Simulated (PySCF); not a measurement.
## Predicted spectroscopic data

PySCF calculation with geometry: GFN2-xTB and σ from GIAO-PBE0/pcSseg-1; non-relativistic Hamiltonian, isolated molecule, a single conformation, one averaged value for each set of equivalent atoms.

References, each an isolated molecule treated in the same way: TMS for $^{1}$H (σref 31.72) and $^{13}$C (σref 186.93). Splittings of carbon signals by F and P are missing where no couplings were computed. Where no couplings were computed, multiplicities follow the n + 1 count of equivalent neighbours, and m marks all less simple cases (inequivalent or close neighbours, rings, F or P nearby). Shifts are as computed. Against solution values, carbons near 30 ppm lie about +3 ppm off and those near 130 ppm about +5 ppm. Of 1211 compounds with measured shifts, 218 miss one by over three times the rms of a fit or turn the order of signals round; such compounds aren't used in these exercises. OH and NH positions are gas-phase values without hydrogen bonding to other molecules.

**1.** `C#CP1C=CC(C)C=C1`, C8H9P. $^{1}$H NMR (400 MHz, computed): δ 6.82 (m, 2H), 6.57 (m, 2H), 3.16 (m, 1H), 2.46 (m, 1H), 0.87 (d, 3H). $^{13}$C{$^{1}$H} NMR (computed): δ 144.1, 135.2, 101.1, 84.8, 37.7, 20.4.

**2.** SMILES NCc1ccc(F)nc1, C6H7FN2. $^{1}$H NMR (400 MHz, computed): δ 8.43 (m, 1H), 7.85 (m, 1H), 7.04 (m, 1H), 3.86 (s, 2H), 0.69 (br s, 2H). $^{13}$C{$^{1}$H} NMR (computed): δ 173.0, 153.1, 145.5, 144.9, 114.8, 50.3.
